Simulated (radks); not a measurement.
The mean radii <r> (bohr) of the occupied orbitals of an atom or ion are listed with their occupations. All-electron calculation, Dirac Kohn-Sham, PBE, spin-unpolarised, spherical densities, finite nucleus; Fermi nuclear charge, rms radius of each element as measured or else 0.836 A^(1/3) + 0.57 fm. Program: a radial shooting solver on a logarithmic mesh with Libxc functionals.

| orbital | occ. | <r> |
|---|---|---|
| 1s1/2 | 2 | 0.02666 |
| 2s1/2 | 2 | 0.1142 |
| 2p1/2 | 2 | 0.09620 |
| 2p3/2 | 4 | 0.1020 |
| 3s1/2 | 2 | 0.3060 |
| 3p1/2 | 2 | 0.2961 |
| 3p3/2 | 4 | 0.3078 |
| 3d3/2 | 4 | 0.2787 |
| 3d5/2 | 6 | 0.2824 |
| 4s1/2 | 2 | 0.7161 |
| 4p1/2 | 2 | 0.7448 |
| 4p3/2 | 4 | 0.7723 |
| 4d3/2 | 4 | 0.8641 |
| 4d5/2 | 6 | 0.8745 |
| 5s1/2 | 2 | 1.711 |
| 5p1/2 | 2 | 1.900 |

Name the element and its charge. Open shells, if any, fill j = l - 1/2 first.

Answer. Z = 54, xenon, charge +4: Xe4+ in [Kr] 4d10 5s2 5p2. The 1s radius gives Z: for a bare nucleus <r> = (2 gamma + 1)/(2Z) with gamma = sqrt(1 - (Z/c)^2), 0.02628 bohr for Z = 54, and screening makes it slightly larger (0.02666 here). The occupations add up to 50, and the charge is Z minus that.
